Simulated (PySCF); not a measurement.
Input of a response calculation (the driver script's job line, then coordinates in Å):

```
{"job": {"kind": "uv", "xc": "CAM-B3LYP", "basis": "def2-SVPD", "nstates": 8, "ntriplets": 3}, "charge": 0, "multiplicity": 1}
C      0.257495     1.534650     0.100688
C      0.030011     0.238079    -0.035712
C      1.068636    -0.823449    -0.216879
Cl     1.465914    -1.528995     1.390503
Br     2.678116    -0.145917    -1.061533
C     -1.378419    -0.309140     0.062993
F     -2.306486     0.644259    -0.052409
F     -1.605464    -0.926843     1.231167
F     -1.632415    -1.212907    -0.898137
H     -0.546389     2.232170     0.261429
H      1.253949     1.938312     0.040531
H      0.716251    -1.640904    -0.848667
```

Method used: TDDFT CAM-B3LYP/def2-SVPD, vertical, gas phase, core orbitals frozen in the response in PySCF. Job line and output are in the format of a driver script around the code.

(1) What does the script print for it?

Answers

(1) 
```
coarse grid: 57688 points
cycle   1  E = -3487.1075827484  dE =  4.502e-01  |g| = 1.023e+00  |ddm| = 5.869e+00
cycle   2  E = -3486.9630051644  dE =  1.446e-01  |g| = 1.405e+00  |ddm| = 3.505e+00
cycle   3  E = -3487.3197731326  dE = -3.568e-01  |g| = 1.055e-01  |ddm| = 2.058e+00
cycle   4  E = -3487.3215648816  dE = -1.792e-03  |g| = 5.436e-02  |ddm| = 2.349e-01
cycle   5  E = -3487.3222401218  dE = -6.752e-04  |g| = 1.410e-02  |ddm| = 1.064e-01
cycle   6  E = -3487.3222803342  dE = -4.021e-05  |g| = 2.834e-03  |ddm| = 2.051e-02
cycle   7  E = -3487.3222825898  dE = -2.256e-06  |g| = 8.469e-04  |ddm| = 9.349e-03
final grid: 120584 points
cycle   8  E = -3487.3222434231  dE = -1.140e-07  |g| = 9.027e-04  |ddm| = 7.215e-03
cycle   9  E = -3487.3222433808  dE =  4.235e-08  |g| = 1.067e-03  |ddm| = 3.276e-03
cycle  10  E = -3487.3222435880  dE = -2.072e-07  |g| = 6.908e-05  |ddm| = 1.481e-03
cycle  11  E = -3487.3222435892  dE = -1.212e-09  |g| = 2.182e-05  |ddm| = 1.590e-04
cycle  12  E = -3487.3222435895  dE = -2.583e-10  |g| = 8.173e-06  |ddm| = 1.112e-04
converged SCF energy = -3487.3222435895

Static polarisability (au): isotropic 84.469, principal 71.769 88.119 93.519

Singlet excitations
state   eV       nm        f      main configurations
  1   5.8405    212.3   0.00763   H->L+1 0.69, H->L 0.16
  2   5.9127    209.7   0.00235   H-1->L+1 0.75, H-1->L 0.17
  3   6.1247    202.4   0.02149   H->L 0.72, H->L+1 0.14
  4   6.3691    194.7   0.00119   H-2->L 0.41, H-1->L 0.28, H-2->L+1 0.09
  5   6.5194    190.2   0.04751   H-1->L 0.48, H-2->L 0.20, H-1->L+1 0.10
  6   6.8806    180.2   0.02636   H-2->L+1 0.47, H-2->L 0.20, H-3->L 0.15
  7   6.9351    178.8   0.00538   H-3->L 0.37, H-3->L+1 0.17, H-2->L+1 0.16
  8   7.2460    171.1   0.07551   H-4->L 0.49, H-3->L+1 0.30, H-2->L 0.08

Triplet excitations (Tamm-Dancoff, eV): 4.1247 5.1756 5.2594
```

Isolated species at its GFN2-xTB geometry (one conformer only). Relativistic effects, spin–orbit coupling among them, are left out although an element past zinc is present.

The SCF starts on a coarse grid; the energy jumps when the final grid takes over, and dE counts afresh there. H and L stand for HOMO and LUMO.

Conformer computed: `[CH2:1]=[C:2]([C@H:3]([Cl:4])[Br:5])[C:6]([F:7])([F:8])[F:9]`: C1–C2–C3–Cl4 95°, C1–C2–C6–F7 16°.
